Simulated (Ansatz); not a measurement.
A nudged elastic band was laid between two geometries of CH$_{6}$OSn (9 atoms, charge 0, multiplicity 1).

These are results of RKS PBE-D4/def2-SVP (Ansatz), not measurements.

```json
{
 "movable images": "4",
 "climbing image": "no",
 "spring": "5.0 eV/Å²",
 "optimiser": "quadratic models (default)",
 "start path": "through a guess of the saddle point",
 "force threshold": "0.03 eV/Å",
 "iteration limit": "60",
 "end points": "relaxed"
}
```

Initial state:

```xyz
9
Properties=species:S:1:pos:R:3
Sn 0.168 -0.067 0.034
H 0.304 -0.068 1.769
H 1.698 0.151 -0.735
O -0.824 1.595 -0.549
H -1.655 1.681 -0.044
C -0.871 -1.833 -0.676
H -1.847 -1.936 -0.164
H -1.035 -1.748 -1.767
H -0.258 -2.732 -0.468
```

Final state:

```xyz
9
Properties=species:S:1:pos:R:3
Sn 0.233 0.265 -1.374
H 1.216 -0.660 1.370
H 1.687 -0.062 1.248
O -1.209 1.576 -0.788
H -1.965 1.098 -0.390
C -0.909 -1.557 -0.738
H -1.454 -1.382 0.215
H -1.662 -1.791 -1.522
H -0.257 -2.446 -0.618
```

Q: Which bonds break or form, and what moves?

A: Bonds broken: Sn1–H2, Sn1–H3. Bonds formed: H2–H3. CH6OSn becomes CH4OSn + H2.

Q: Give the energies along the band, and the barrier.

A: The run converged. The highest image is number 2 of 0 to 5, 1.90 eV above the first end and 1.75 eV above the last; the last end lies 0.15 eV above the first. Neighbouring images differ by up to 1.5 eV, so the band resolves the path poorly. No image climbed, so the highest image needn't sit at the top of the path. The orbitals stay closed-shell, which can raise the energy where a bond breaks towards radicals; this wasn't checked here.

```json
{"image": "0", "path coordinate (Å)": "0.00", "energy (eV)": "0.00", "Sn1–H2 (Å)": "1.74", "Sn1–H3 (Å)": "1.73", "H2–H3 (Å)": "2.87"}
{"image": "1", "path coordinate (Å)": "0.84", "energy (eV)": "0.36", "Sn1–H2 (Å)": "1.73", "Sn1–H3 (Å)": "1.71", "H2–H3 (Å)": "2.52"}
{"image": "2", "path coordinate (Å)": "1.68", "energy (eV)": "1.90", "Sn1–H2 (Å)": "1.84", "Sn1–H3 (Å)": "1.73", "H2–H3 (Å)": "1.73"}
{"image": "3", "path coordinate (Å)": "2.52", "energy (eV)": "0.51", "Sn1–H2 (Å)": "2.30", "Sn1–H3 (Å)": "2.13", "H2–H3 (Å)": "0.84"}
{"image": "4", "path coordinate (Å)": "3.36", "energy (eV)": "0.16", "Sn1–H2 (Å)": "2.93", "Sn1–H3 (Å)": "2.81", "H2–H3 (Å)": "0.77"}
{"image": "5", "path coordinate (Å)": "4.21", "energy (eV)": "0.15", "Sn1–H2 (Å)": "3.06", "Sn1–H3 (Å)": "3.02", "H2–H3 (Å)": "0.77"}
```

Q: What is the geometry of the highest image?

A: 
```xyz
9
Properties=species:S:1:pos:R:3
Sn 0.290 0.052 -0.610
H 0.466 -0.356 1.174
H 1.791 0.231 0.236
O -0.990 1.628 -0.502
H -1.615 1.348 0.199
C -0.917 -1.758 -0.795
H -1.800 -1.519 -0.172
H -1.217 -2.029 -1.821
H -0.328 -2.554 -0.308
```

Time of the run: 70 s on 2 threads of Arm Neoverse V2, with other jobs on the host, peak memory 0.12 GiB.
